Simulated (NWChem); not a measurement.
System: BiH3; SMILES [BiH3]

All runs: NWChem. Structure relaxed at the PBE0-D3(BJ)/def2-TZVP level. def2 effective core potentials on Bi; no spin-orbit coupling. Ions are spin-unrestricted doublets at the neutral geometry; other ion states weren't tried.

For level BHandHLYP/def2-SVP:

- −ε(HOMO) (eV): 8.53

### Question
Estimate the same quantities for level LRC-wPBEh/def2-SVP.

### Answer
| Item | Value |
|---|---|
| −ε(HOMO) (eV) | 9.39 |
